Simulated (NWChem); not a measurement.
System: CH5BS; SMILES S(C)B

NWChem printed, in part:

```
             Northwest Computational Chemistry Package (NWChem) 7.3.0
             --------------------------------------------------------

 CS  symmetry detected

                             Geometry "geometry" -> ""
                             -------------------------

 Output coordinates in angstroms (scale by  1.889725989 to convert to a.u.)

  No.       Tag          Charge          X              Y              Z
 ---- ---------------- ---------- -------------- -------------- --------------
    1 B                    5.0000    -0.57697652    -1.46731517     0.00000000
    2 H                    1.0000    -0.09223860    -2.57069669     0.00000000
    3 H                    1.0000    -1.76732013    -1.27065011     0.00000000
    4 S                   16.0000     0.57076029    -0.13782648     0.00000000
    5 C                    6.0000    -0.42348721     1.38287552     0.00000000
    6 H                    1.0000    -0.17652790     1.97257393    -0.89341468
    7 H                    1.0000    -0.17652790     1.97257393     0.89341468
    8 H                    1.0000    -1.49374418     1.14074533     0.00000000

 Effective nuclear repulsion energy (a.u.)      94.1199989327

      Symmetry information
      --------------------

 Group name             Cs
 Group number              2
 Group order               2
 No. of unique centers     7

  pbe96 is a nonlocal functional; adding pw91lda local functional.

                                 NWChem DFT Module
                                 -----------------

 Summary of "ao basis" -> "ao basis" (spherical)
 ------------------------------------------------------------------------------
       Tag                 Description            Shells   Functions and Types
 ---------------- ------------------------------  ------  ---------------------
 B                          def2-svp                 6       14   3s2p1d
 H                          def2-svp                 3        5   2s1p
 S                          def2-svp                 8       18   4s3p1d
 C                          def2-svp                 6       14   3s2p1d

      Symmetry analysis of basis
      --------------------------

        a'         50
        a"         21

            General Information
            -------------------
          SCF calculation type: DFT
          Wavefunction type:  closed shell.
          No. of atoms     :     8
          No. of electrons :    32
           Alpha electrons :    16
            Beta electrons :    16
          Charge           :     0
          Spin multiplicity:     1
          Use of symmetry is: on ; symmetry adaption is: on
          Maximum number of iterations: 150
          AO basis - number of functions:    71
                     number of shells:    35
          Convergence on energy requested:  1.00D-06
          Convergence on density requested:  1.00D-05
          Convergence on gradient requested:  5.00D-04

              XC Information
              --------------
          PerdewBurkeErnzerhof Exchange Functional  1.000
            Perdew 1991 LDA Correlation Functional  1.000 local
           PerdewBurkeErnz. Correlation Functional  1.000 non-local

             Grid Information
             ----------------
          Grid used for XC integration:  medium
          Radial quadrature: Mura-Knowles
          Angular quadrature: Lebedev.
          Tag              B.-S. Rad. Rad. Pts. Rad. Cut. Ang. Pts.
          ---              ---------- --------- --------- ---------
          B                   0.85       49          10.0       434
          H                   0.35       45          12.0       434
          S                   1.00       88           8.0       590
          C                   0.70       49          11.0       434
          Grid pruning is: on
          Number of quadrature shells:   366
          Spatial weights used:  Erf1

      Superposition of Atomic Density Guess
      -------------------------------------

 Sum of atomic energies:        -461.97251869

      Non-variational initial energy
      ------------------------------

 Total energy =    -463.349275
 1-e energy   =    -821.146493
 2-e energy   =     263.677220
 HOMO         =      -0.320499
 LUMO         =      -0.006957

      Symmetry analysis of molecular orbitals - initial
      -------------------------------------------------

  Numbering of irreducible representations:

     1 a'          2 a"

  Orbital symmetries:

     1 a'          2 a'          3 a'          4 a'          5 a'
     6 a'          7 a"          8 a'          9 a'         10 a'
    11 a'         12 a"         13 a'         14 a'         15 a'
    16 a"         17 a"         18 a'         19 a'         20 a'
    21 a"         22 a'         23 a'         24 a'         25 a'
    26 a'

   convergence    iter        energy       DeltaE   RMS-Dens  Diis-err
 ---------------- ----- ----------------- --------- --------- ---------
 d= 0,ls=0.0,diis     1   -463.6773140540 -5.58D+02  9.66D-03  2.68D-01
 d= 0,ls=0.0,diis     2   -463.6838190590 -6.51D-03  7.19D-03  1.51D-01
 d= 0,ls=0.0,diis     3   -463.6963555859 -1.25D-02  3.73D-03  7.40D-02
 d= 0,ls=0.0,diis     4   -463.7077877288 -1.14D-02  9.82D-04  4.03D-03
 d= 0,ls=0.0,diis     5   -463.7083987323 -6.11D-04  2.31D-04  2.91D-04
  Resetting Diis
 d= 0,ls=0.0,diis     6   -463.7084432786 -4.45D-05  6.68D-05  2.15D-05
 d= 0,ls=0.0,diis     7   -463.7084468517 -3.57D-06  3.44D-05  9.90D-07
 d= 0,ls=0.0,diis     8   -463.7084467419  1.10D-07  2.08D-05  1.70D-06
 d= 0,ls=0.0,diis     9   -463.7084470096 -2.68D-07  3.40D-06  8.16D-08

         Total DFT energy =     -463.708447009601
      One electron energy =     -823.578197119674
           Coulomb energy =      302.448984020938
    Exchange-Corr. energy =      -36.699232843525
 Nuclear repulsion energy =       94.119998932660

 Numeric. integr. density =       31.999980934686

[...]
```

Level: PBE/def2-SVP, vertical spin-unrestricted ions. The geometry was optimised at PBE0/def2-SVP.

Reconstruct the input file.

One answer among several that fit: the input that was run:
```
start job
memory heap 200 mb stack 900 mb global 1100 mb
geometry units angstroms noautoz
  B     -0.589622    -1.454831     0.116833
  H     -0.148517    -2.569553    -0.006629
  H     -1.695942    -1.227299     0.540956
  S      0.491072    -0.156930    -0.365239
  C     -0.420498     1.387926    -0.076236
  H     -0.511016     1.933609    -1.025425
  H      0.140818     2.007333     0.636633
  H     -1.419196     1.174037     0.324926
end
basis spherical
  * library def2-svp
end
dft
  xc xpbe96 cpbe96
  iterations 150
  vectors input atomic output neutral.movecs
end
task dft energy
charge 1
dft
  odft
  mult 2
  vectors input atomic output cation.movecs
end
task dft energy
```
